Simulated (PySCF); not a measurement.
A structure optimised at B3LYP-D3(BJ)/def2-SVP, used in a PySCF frequency run:

```
O
C 1 1.4005
H 2 1.1045 1 110.35
H 2 1.1045 3 107.64 1 120.47
H 2 1.1060 3 107.88 4 116.17
Al 1 1.6879 2 138.26 3 -120.58
O 6 1.6923 1 121.18 2 180.00
H 7 0.9621 6 124.29 1 0.00
I 6 2.4684 1 120.58 2 0.00
```
Charge 0, spin multiplicity 1.

### Question
Write its SMILES, formula and point group.

### Answer
C[O][Al]([OH])[I], CH4AlIO2, Cs

### Question
What are its rotational constants (standard atomic weights)?

### Answer
3.0125, 1.1155, 0.81826 GHz
